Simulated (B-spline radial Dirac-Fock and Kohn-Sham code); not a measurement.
Method: the independent-particle Dirac-Slater model, thresholds from Dirac-Fock. Computed with a radial atomic solver. Kinetic energies are from the vacuum level. Open shells are spread statistically over j, without multiplet splitting. Without correlation, outer binding energies are uncertain by a few eV, most for open f shells.

Q: A free atom or ion in its tabulated ground configuration is ionised with 8700 eV photons and gives these photoelectron lines. Identify it and assign the lines.

| kinetic energy (eV) | relative cross section |
| --- | --- |
| 116.9 | 58.4 |
| 908.0 | 100.0 |
| 6648.2 | 8.4 |
| 6852.7 | 9.1 |
| 7019.5 | 15.5 |
| 7366.5 | 5.7 |
| 7402.0 | 7.7 |
| 8276.2 | 2.1 |
| 8357.9 | 2.0 |
| 8394.9 | 3.3 |
| 8530.0 | 1.1 |
| 8536.7 | 1.5 |
| 8667.3 | 0.26 |
| 8672.0 | 0.42 |
| 8695.1 | 0.025 |

A: Dy, [Xe] 4f10 6s2. Binding energies are hν less the kinetic energy: 2p1/2 8583.1 eV, 2p3/2 7792.0 eV, 3s 2051.8 eV, 3p1/2 1847.3 eV, 3p3/2 1680.5 eV, 3d3/2 1333.5 eV, 3d5/2 1298.0 eV, 4s 423.8 eV, 4p1/2 342.1 eV, 4p3/2 305.1 eV, 4d3/2 170.0 eV, 4d5/2 163.3 eV, 5p1/2 32.68 eV, 5p3/2 28.03 eV, 6s 4.91 eV.

Q: A free atom or ion in its tabulated ground configuration is ionised with 8910 eV photons and gives these photoelectron lines. Identify it and assign the lines.

| kinetic energy (eV) | relative cross section |
| --- | --- |
| 4746.9 | 68.3 |
| 5043.3 | 58.1 |
| 5233.1 | 100.0 |
| 8001.1 | 13.5 |
| 8120.1 | 9.0 |
| 8154.9 | 15.7 |
| 8364.0 | 2.4 |
| 8370.8 | 3.2 |
| 8669.5 | 2.8 |
| 8711.9 | 1.7 |
| 8718.4 | 3.0 |
| 8781.6 | 0.20 |
| 8782.6 | 0.27 |

A: Cd⁷⁺, [Kr] 4d5. Binding energies are hν less the kinetic energy: 2s 4163.1 eV, 2p1/2 3866.7 eV, 2p3/2 3676.9 eV, 3s 908.9 eV, 3p1/2 789.9 eV, 3p3/2 755.1 eV, 3d3/2 546.0 eV, 3d5/2 539.2 eV, 4s 240.5 eV, 4p1/2 198.1 eV, 4p3/2 191.6 eV, 4d3/2 128.4 eV, 4d5/2 127.4 eV.

Q: A free atom or ion in its tabulated ground configuration is ionised with 3980 eV photons and gives these photoelectron lines. Identify it and assign the lines.

| kinetic energy (eV) | relative cross section |
| --- | --- |
| 2217.8 | 100.0 |
| 3710.4 | 6.8 |
| 3743.1 | 0.35 |
| 3743.6 | 0.69 |

A: Al⁶⁺, [He] 2s2 2p3. Binding energies are hν less the kinetic energy: 1s 1762.2 eV, 2s 269.6 eV, 2p1/2 236.9 eV, 2p3/2 236.4 eV.

Q: A free atom or ion in its tabulated ground configuration is ionised with 733 eV photons and gives these photoelectron lines. Identify it and assign the lines.

```csv
kinetic energy (eV),relative cross section
255.4,44.1
338.5,50.9
341.2,100.0
617.4,7.2
635.4,1.9
635.8,3.7
```

A: K⁵⁺, [Ne] 3s2 3p2. Binding energies are hν less the kinetic energy: 2s 477.6 eV, 2p1/2 394.5 eV, 2p3/2 391.8 eV, 3s 115.6 eV, 3p1/2 97.60 eV, 3p3/2 97.22 eV.

Q: A free atom or ion in its tabulated ground configuration is ionised with Ga Kα (9251.7 eV) photons and gives these photoelectron lines. Identify it and assign the lines.

```tsv
kinetic energy (eV)	relative cross section
5048.2	100.0
8424.0	8.4
8466.8	0.32
8470.5	0.60
```

A: K¹³⁺, [He] 2s2 2p2. Binding energies are hν less the kinetic energy: 1s 4203.5 eV, 2s 827.7 eV, 2p1/2 784.9 eV, 2p3/2 781.2 eV.
